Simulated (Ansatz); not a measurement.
Single points on Mo(NH)2(OH)2 (MoN2O2H4).

```yaml
crystal:
  periodic: [false, false, false]
  atoms:
    - {symbol: Mo, position_ang: [-0.096306, -0.021365, -0.058689]}
    - {symbol: N, position_ang: [-0.047939, 0.315014, 1.642587]}
    - {symbol: H, position_ang: [0.387190, 0.523092, 2.539557]}
    - {symbol: N, position_ang: [1.489958, 0.005761, -0.760637]}
    - {symbol: H, position_ang: [2.501963, 0.119204, -0.773286]}
    - {symbol: O, position_ang: [-1.124214, 1.315884, -0.934371]}
    - {symbol: H, position_ang: [-1.758325, 1.843726, -0.430732]}
    - {symbol: O, position_ang: [-0.846759, -1.754431, -0.270538]}
    - {symbol: H, position_ang: [-0.505570, -2.346884, -0.953892]}
basis:
  gaussian: {orbitals: def2-TZVP, initial_orbitals: start.molden}
hamiltonian: {xc: {name: BLYP}, dispersion: d4}
scf: {omitted_lower_state_checks: [starts]}
output: {orbitals: {seedname: orbitals}}
```

The file start.molden holds the orbitals of an earlier run on this structure, at another level or in another basis.

```sh
$ ansatz run in.yaml --threads 4 --pin off --events-out ev --progress --plain --max-ram 3916MiB
```

It prints (some lines left out):

```
Functional definition: BLYP
1096 factors; their error is unknown
mean field evaluation 1: about -8999.8090 eV, gradient 1.6e1 eV
mean field evaluation 2: about -9000.1165 eV, gradient 2.8e-1 eV
mean field evaluation 4: about -9000.1000 eV, gradient 5.2e-4 eV
mean field -9000.09998862 eV, -330.7475740948 hartree, gradient 2.0e-5 eV, S^2 0.000000; 0 other end points of the search recorded, 0 dependent functions left out
reference -9000.10042131 eV, -330.7475899961 hartree; 24, 24 occupied and 164, 164 virtual orbitals, 1096 factors
Total energy: -9000.58166921 eV, -330.7652755301 hartree
Checks for a lower state left out: starts
```

Run time 1.7 s (4 threads of Arm Neoverse V1 on a shared host).

As the first input, with `correlation: {method: ccsd_t}` and without the key `hamiltonian` (abridged; 1.8 min):

```
Functional definition: HF
mean field -8941.96760027 eV, -328.6112482266 hartree, gradient 8.3e-6 eV, S^2 0.000000; unrestricted orbitals would lower it
4 core orbitals not correlated: weight in the atoms' cores, before any rotation towards them, 1.000 or more for the frozen orbitals, at most 0.000 for the correlated occupied ones
second order -39.36570308 eV of doubles, -0.00000000 eV of singles
cycle   1  -34.91784205 eV  change     4.4e0 eV  update   3.0e-1
cycle   2  -36.81530051 eV  change    -1.9e0 eV  update   2.1e-1
cycle   3  -37.22207216 eV  change   -4.1e-1 eV  update   3.6e-2
cycle   4  -37.26397344 eV  change   -4.2e-2 eV  update   1.7e-2
cycle   5  -37.24762262 eV  change    1.6e-2 eV  update   4.5e-3
cycle   6  -37.25066977 eV  change   -3.0e-3 eV  update   2.2e-3
cycle   7  -37.25089181 eV  change   -2.2e-4 eV  update   8.0e-4
cycle   8  -37.24990304 eV  change    9.9e-4 eV  update   3.3e-4
cycle   9  -37.24998559 eV  change   -8.3e-5 eV  update   1.2e-4
cycle  10  -37.25016189 eV  change   -1.8e-4 eV  update   5.2e-5
cycle  11  -37.25004369 eV  change    1.2e-4 eV  update   2.4e-5
cycle  12  -37.24999857 eV  change    4.5e-5 eV  update   1.2e-5
perturbative correction -2.18573672 eV, -0.0803243429 hartree
Total energy: -8981.40333556 eV, -330.0604847679 hartree
Checks for a lower state left out: starts
```

As the first input, with `hamiltonian: {xc: {name: B97M-V}}` (abridged; 7 s):

```
Functional definition: B97M-V
mean field -8999.73471826 eV, -330.7341506569 hartree, gradient 2.1e-5 eV, S^2 0.000000
Total energy: -8999.73483345 eV, -330.7341548898 hartree
Checks for a lower state left out: starts
```

As the first input, with `hamiltonian: {xc: {name: r2SCAN0}, dispersion: d4}` (abridged; 3.8 s):

```
Functional definition: r2SCAN0
mean field -8995.66646315 eV, -330.5846450391 hartree, gradient 2.6e-5 eV, S^2 0.000000
Total energy: -8995.72937504 eV, -330.5869570084 hartree
Checks for a lower state left out: starts
```

The first input with `hamiltonian: {xc: lda}` (abridged; 1 s):

```
Functional definition: SPW92
mean field -8945.29922019 eV, -328.7336830005 hartree, gradient 1.3e-5 eV, S^2 0.000000
Total energy: -8945.29929313 eV, -328.7336856808 hartree
Checks for a lower state left out: starts
```

The first input with `hamiltonian: {xc: r2scan, dispersion: d4}` (abridged; 3.3 s):

```
Functional definition: r2SCAN
mean field -8999.11161201 eV, -330.7112519245 hartree, gradient 8.8e-6 eV, S^2 0.000000
Total energy: -8999.16473740 eV, -330.7132042466 hartree
Checks for a lower state left out: starts
```

First input, but with `hamiltonian: {xc: {name: LC-wPBE}}` (abridged; 2.2 s):

```
Functional definition: LC-wPBE
mean field -8996.60659585 eV, -330.6191942784 hartree, gradient 2.2e-5 eV, S^2 0.000000
Total energy: -8996.60659586 eV, -330.6191942787 hartree
Checks for a lower state left out: starts
```

Geometry: B3LYP-D4/def2-SVP.

In the def2 sets Mo takes a core potential; there is no spin–orbit coupling. LC-ωPBE has ω = 0.4 bohr⁻¹. Correlated methods freeze 4 core orbitals; core or outer-core shells of Mo are correlated, in sets that lack core-valence functions. The restricted singlet is unstable towards broken spin symmetry in Hartree–Fock (as tested in another run); at BLYP-D4/def2-TZVP, B97M-V/def2-TZVP, r2SCAN0-D4/def2-TZVP, LDA (SPW92)/def2-TZVP and others this wasn't settled. At CCSD(T)/def2-TZVP the restricted singlet (for correlated methods, its reference) is unstable: a solution with broken spin symmetry lies lower.
